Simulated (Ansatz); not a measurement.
CH9AlOSi2 can be A, `[CH3][Al]([SiH3])[O][SiH3]`, or B, `C[O][AlH][SiH2][SiH3]`.

Gas-phase electronic energies from Ansatz, PBE0-D4/def2-TZVP geometries. CBS: MP2 limit from def2 TZ/QZ plus the TZ coupled-cluster correction, frozen cores. Functionals use def2-TZVPP. B3LYP here is the variant with VWN-RPA as its local correlation; programs differ in this. One conformer a species, not always the lowest.

Q: Which isomer does CCSD(T)/CBS put lower? Give the gap. (An estimate is asked.)

A: Computed: A, by 48.8 kcal/mol.

Q: Give E(B) − E(A) in kcal/mol with ωB97M-V, B3LYP, CCSD(T)/def2-TZVPP, B3LYP-D4, PBE-D4, CCSD/def2-TZVPP, PBE0-D4. (An estimate is asked.)

A: Ansatz gave: ωB97M-V 48.7, B3LYP 47.8, CCSD(T)/def2-TZVPP 48.1, B3LYP-D4 47.0, PBE-D4 41.5, CCSD/def2-TZVPP 49.0, PBE0-D4 43.8. None reverses the order clearly.

Largest T1 diagnostic: 0.014.

The D4 term adds −0.8 kcal/mol with B3LYP and −0.4 kcal/mol with PBE0; it sums over pairs of atoms, weighted by their polarisabilities, and B3LYP, whose exchange is more repulsive, gets the larger term. In def2-TZVPP, CCSD(T) changes the Hartree–Fock value by −3.9 kcal/mol (the triples alone add −0.8 kcal/mol) and MP2 by −0.9 kcal/mol.
